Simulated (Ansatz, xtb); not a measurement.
## Relative energy of two structures of ClFH2N2Si

Structure X is `[H]/N=N/[Si@H](F)Cl`, a singlet and structure Y is a singlet given by its coordinates. Both are isolated molecules in the gas phase, relaxed with PBE0-D3(BJ)/pcseg-1; the shapes shown needn't be the lowest conformers.

X (Å):

```xyz
7

Cl    1.4056   -0.7464    1.6003
F     2.7142   -0.4663   -1.0622
N    -0.6957   -1.6547   -1.5369
N     0.4205   -1.9282   -1.0670
Si    1.2382   -0.4673   -0.4096
H    -1.1098   -2.5415   -1.8919
H     0.5504    0.8028   -0.7187
```

Y (Å):

```yaml
atoms:
  - { symbol: Cl, position_ang: [2.3514, -1.5799, 0.2389] }
  - { symbol: F, position_ang: [-0.3506, -1.0913, 1.2665] }
  - { symbol: N, position_ang: [0.0052, 0.2617, -1.1895] }
  - { symbol: N, position_ang: [-0.2409, -1.2536, -1.6386] }
  - { symbol: Si, position_ang: [0.4597, -0.9725, -0.1147] }
  - { symbol: H, position_ang: [0.6977, 0.6332, -1.8406] }
  - { symbol: H, position_ang: [-1.2554, -1.3559, -1.6949] }
```

Close contacts (Å): Cl1–Si5 2.02, F2–Si5 1.61, N3–N4 1.60, N3–Si5 1.70, N4–Si5 1.70, N3–H6 1.02, N4–H7 1.02.

Quicker runs give these differences E(Y) − E(X): GFN2-xTB −3.9 kcal/mol; HF/STO-3G +2.2 kcal/mol (at GFN2-xTB geometries); r2SCAN-D4/def2-SVP −2.8 kcal/mol (at GFN2-xTB geometries).

Question: Estimate E(Y) − E(X) at the level CCSD(T)/def2-SVP + ΔMP2/def2-TZVPP.

Answer: Not settled: CCSD(T)/def2-SVP + ΔMP2/def2-TZVPP gives E(Y) − E(X) = −2.9 kcal/mol, but this leans on the basis-set step: CCSD(T) alone gives +7.0 kcal/mol.

Level by level:

| level | geometry | E(Y) − E(X) (kcal/mol) | departure from the last row (kcal/mol) | job, with rough time for the two |
| --- | --- | --- | --- | --- |
| GFN2-xTB | GFN2-xTB | −3.9 | −1.0 | optimisation, 0.59 s |
| HF/STO-3G | GFN2-xTB | +2.2 | +5.1 | single point, 1.6 s |
| r2SCAN-D4/def2-SVP | GFN2-xTB | −2.8 | +0.1 | single point, 9 s |
| PBE0-D3(BJ)/pcseg-1 | PBE0-D3(BJ)/pcseg-1 | +1.8 | +4.6 | optimisation, 2.7 min |
| HF/def2-SVP | PBE0-D3(BJ)/pcseg-1 | +11.0 | +13.9 | part of the CCSD(T) run |
| MP2/def2-SVP | PBE0-D3(BJ)/pcseg-1 | +3.7 | +6.6 | part of the CCSD(T) run |
| CCSD(T)/def2-SVP | PBE0-D3(BJ)/pcseg-1 | +7.0 | +9.9 | single point |
| CCSD(T)/def2-SVP + ΔMP2/def2-TZVPP | PBE0-D3(BJ)/pcseg-1 | −2.9 |  | single point, 66 s |

HF/STO-3G, PBE0-D3(BJ)/pcseg-1, HF/def2-SVP, MP2/def2-SVP, CCSD(T)/def2-SVP put the two in the other order. The largest departure from CCSD(T)/def2-SVP + ΔMP2/def2-TZVPP is that of HF/def2-SVP, 13.9 kcal/mol. The last row adds to CCSD(T) the change of the MP2 difference between the two basis sets, here −9.9 kcal/mol, a large step that makes the value less sure.

With harmonic frequencies from PBE0-D3(BJ)/pcseg-1 (ideal gas, rigid rotor, one conformer each, 298.15 K, 1 atm): the zero-point term adds +2.0 kcal/mol; ΔH is −1.3 and ΔG −0.1 kcal/mol.

The correlated steps freeze 13 core orbitals. Run with Ansatz 0.2.0, xtb 6.7.1; the last row on 1 thread of Intel(R) Xeon(R) Processor @ 2.50GHz (Skylake/Cascade Lake) on a shared host.
